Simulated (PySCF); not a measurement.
**Correlation energy of Dy⁺ (dysprosium, charge +1)**

[Xe] 4f10 6s1, one real determinant. Computed with PySCF 2.14 in cc-pVDZ-X2C, with the spin-free X2C one-electron Hamiltonian (Gaussian nucleus). Frozen: [Ar] 3d10; 37 electrons correlated.

MP2 pair energies summed by pair of shells (mhartree):

```
 pair   energy  share (%)
4f-4f  -286.16       26.4
4f-5p  -185.05       17.1
4d-4f  -181.35       16.7
5p-5p  -115.56       10.7
4d-4d   -61.09        5.6
4d-5p   -51.19        4.7
4f-5s   -38.61        3.6
4p-4f   -31.70        2.9
5s-5p   -29.32        2.7
4p-4d   -24.35        2.2
4d-5s   -17.51        1.6
5p-6s   -17.28        1.6
4f-6s    -7.69        0.7
4s-4f    -6.71        0.6
4p-4p    -5.99        0.6
5s-5s    -5.78        0.5
4p-5p    -5.09        0.5
4s-4d    -4.79        0.4
4p-5s    -2.57        0.2
4s-4p    -2.49        0.2
4d-6s    -1.29        0.1
5s-6s    -0.86        0.1
4s-4s    -0.51        0.0
4s-5p    -0.46        0.0
4s-5s    -0.23        0.0
4p-6s    -0.10        0.0
4s-6s    -0.01        0.0
```

Total MP2 correlation energy: -1083.7 mhartree.

Same-spin part -429.41 and opposite-spin part -654.34 mhartree; SCS-MP2 scales them by 1/3 and 6/5 to -928.34 mhartree.

The reference is one real determinant that mixes LS terms of this configuration.

This basis was not built for core-valence correlation, so the inner-shell part is incomplete.
